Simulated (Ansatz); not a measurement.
Ideal-gas functions of C2H4BBr (`BrB1CC1`) at 500 K and 1 bar, from an Ansatz frequency run at PBE0-D4/def2-TZVP.

Molar mass 118.77 g/mol, point group C2v (symmetry number 2), electronic degeneracy 1, moments of inertia 24.441, 229.416, 247.259 u Å². Harmonic wavenumbers (cm⁻¹, unscaled): 206, 271, 411, 503, 671, 872, 910, 934, 957, 1062, 1178, 1312, 1396, 1452, 3125, 3127, 3191, 3206.

Use S(trans) = R[1.5 ln M + 2.5 ln T − 1.1517]; rotational temperatures θ = 24.2544 K / I; S(rot) = R[ln(√π/σ · √(T³/θAθBθC)) + 1.5]; for each mode x = 1.438777 ν̃/T, S = R[x/(eˣ − 1) − ln(1 − e⁻ˣ)] and H = RT x/(eˣ − 1); 1 cm⁻¹ = 0.0119627 kJ/mol; R = 8.31446 J/(mol·K).

Q: By hand: the entropy, in J/(mol·K).

A: Translation 179.2. Rotation: θ = 0.9924, 0.1057, 0.0981 K, giving 108.0. Vibration, mode by mode: 12.78, 10.59, 7.39, 5.93, 4.03, 2.55, 2.34, 2.22, 2.10, 1.66, 1.27, 0.93, 0.76, 0.67, 0.01, 0.01, 0.01, 0.01, in all 55.3. Electronic 0.0. Sum 342.5 J/(mol·K).

Q: By hand: H − E and G − E in kJ/mol, counted from the electronic energy.

A: Zero-point energy ½ × 24784 × 0.0119627 = 148.2; thermal vibration 16.6; translation, rotation and pV give 4 RT = 16.6. H − E = 181.4 kJ/mol, and G − E = 181.4 − 500 × 342.5/1000 = 10.1 kJ/mol.

Vibration gives 16 % of the entropy.
